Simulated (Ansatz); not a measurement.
The input (input.yaml):

```yaml
crystal:
  periodic: [false, false, false]
  atoms:
    - { symbol: Ta, position_ang: [0.0, 0.0, 0.0] }
    - { symbol: F, position_ang: [1.93, 0.0, 0.0] }
    - { symbol: Cl, position_ang: [0.0, 0.0, 2.47] }
    - { symbol: "N", position_ang: [0.0, 0.0, -2.16] }
    - { symbol: H, position_ang: [-0.6116, -0.6845, -2.69] }
    - { symbol: H, position_ang: [0.6116, 0.6845, -2.69] }
    - { symbol: O, position_ang: [-1.01, 1.7493, 0.0] }
    - { symbol: H, position_ang: [-1.4859, 1.8638, 0.8834] }
    - { symbol: O, position_ang: [-1.01, -1.7493, 0.0] }
    - { symbol: H, position_ang: [-1.6563, -1.7655, 0.776] }
basis:
  gaussian: { orbitals: def2-SVP }
hamiltonian:
  xc: { name: BHLYP }
  dispersion: d4
relax:
  f_tol: 0.02
  max_steps: 40
```

Run as:

```bash
$ ansatz run input.yaml --threads 2 --pin off --max-ram 3072MiB --backend cpu --events-out ev --progress --plain --runs-dir out
```

Hardware: 2 threads of AMD EPYC (Zen 3) (shared host).

Task: Roughly how long does this run take, and how much memory?

Result: 8.9 min, with a peak of 0.34 GiB, for 22 ionic steps.
